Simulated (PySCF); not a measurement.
C2H5ClGeO, SMILES [Cl][GeH]1[CH2]O[CH2]1. Atoms are numbered in the order given.

```xyz
10

Cl    -2.0632    -0.4762     0.0000
Ge    -0.1025     0.4866     0.0000
C      1.3144    -0.3265     1.1470
O      2.1644    -0.4358     0.0000
C      1.3144    -0.3265    -1.1470
H     -0.3573     2.0092     0.0000
H      1.7945     0.2698     1.9385
H      1.0172    -1.3099     1.5560
H      1.0172    -1.3099    -1.5560
H      1.7945     0.2698    -1.9385
```
Charge 0, spin multiplicity 1.

The structure is a stationary point at B3LYP-D3(BJ)/def2-SVP. This is a generated structure with no PubChem entry under its InChIKey; it may be hypothetical.

Level of theory: TDA-PBE/def2-SVPD (PySCF).

Vertical excitations. Isolated molecule, no solvent. State labels are in the subgroup Cs.

List the lowest excited states. (An estimate is asked for; the answer gives what the named calculation found.)


```tsv
state	symmetry	energy (eV)	λ (nm)	f	main pairs
S1	A'	5.01	248	0.014	HOMO→LUMO 96 %
S2	A"	5.31	234	0.000	HOMO→LUMO+1 99 %
S3	A'	5.79	214	0.005	HOMO→LUMO+2 94 %
S4	A"	5.96	208	0.011	HOMO−1→LUMO 93 %
S5	A'	6.05	205	0.024	HOMO−2→LUMO 81 %, HOMO−1→LUMO+1 13 %
S6	A'	6.11	203	0.004	HOMO→LUMO+3 99 %
S7	A"	6.35	195	0.003	HOMO−2→LUMO+1 94 %
S8	A'	6.59	188	0.021	HOMO→LUMO+4 43 %, HOMO−1→LUMO+1 33 %, HOMO−3→LUMO 11 %
S9	A'	6.66	186	0.047	HOMO→LUMO+4 41 %, HOMO−2→LUMO+2 39 %, HOMO−1→LUMO+1 16 %
S10	A"	6.75	184	0.018	HOMO−1→LUMO+2 87 %
T1	A'	4.69	264	0	HOMO→LUMO 99 %
T2	A"	5.18	239	0	HOMO→LUMO+1 96 %
T3	A'	5.49	226	0	HOMO→LUMO+2 94 %
T4	A"	5.49	226	0	HOMO−1→LUMO 95 %
```
Triplets are in the Tamm–Dancoff approximation.
